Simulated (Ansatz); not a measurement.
Name a neutral molecule of C, Cl, I, In, Si, Te and H with LUMO energy (PBE0/def2-TZVPP) between -2.10 and -1.80 eV and size of the dipole moment (PBE/def2-TZVPP) between 0.75 and 1.05 D (Ansatz, PBE0-D4/def2-TZVP geometry).

`[SiH3][CH](Cl)[In]([TeH])[I]` (-2.01 eV, 0.89 D). Other molecules can fit too; these were computed, each in one conformer that needn't be the lowest.
